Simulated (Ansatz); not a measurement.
Basis-set series for CH$_{6}$F$_{2}$Si$_{2}$, SMILES `C[SiH2][SiH](F)F`. The species carries charge 0 and has multiplicity 1. Geometry: relaxed with PBE0-D4/def2-TZVP. It is one conformer, not always the lowest.

Z-matrix (Å, degrees):
```
C
Si 1 1.873
H 1 1.092 2 110.6
H 1 1.092 2 110.6 3 119.9
H 1 1.092 2 110.7 3 -120.1
Si 2 2.343 1 110.8 3 -60.0
H 2 1.490 1 111.4 3 -179.7
H 2 1.490 1 111.4 3 59.8
F 6 1.597 2 109.4 1 58.1
F 6 1.597 2 109.4 1 -58.1
H 6 1.483 2 117.1 1 -180.0
```

```json
{"functional": "PBE0-D4", "basis": "def2-SVP", "functions": "108", "energy (Eh)": "-819.65778", "HOMO (eV)": "-8.20", "LUMO (eV)": "0.01"}
{"functional": "PBE0-D4", "basis": "def2-TZVPP", "functions": "261", "energy (Eh)": "-820.17140", "HOMO (eV)": "-8.23", "LUMO (eV)": "-0.40"}
{"functional": "ωB97M-V", "basis": "def2-SVP", "functions": "108", "energy (Eh)": "-820.00739", "HOMO (eV)": "-10.23", "LUMO (eV)": "1.86"}
{"functional": "ωB97M-V", "basis": "def2-TZVPP", "functions": "261", "energy (Eh)": "-820.53005", "HOMO (eV)": "-10.30", "LUMO (eV)": "1.29"}
```

(1) Give the rows for def2-QZVPP. (Estimate.)

## Answers

(1) Computed: 
```
functional       basis  functions  energy (Eh)  HOMO (eV)  LUMO (eV)
   PBE0-D4  def2-QZVPP        491   -820.20519      -8.25      -0.52
   ωB97M-V  def2-QZVPP        491   -820.56177     -10.32       0.99
```

Positive LUMOs are unbound and depend on the basis.
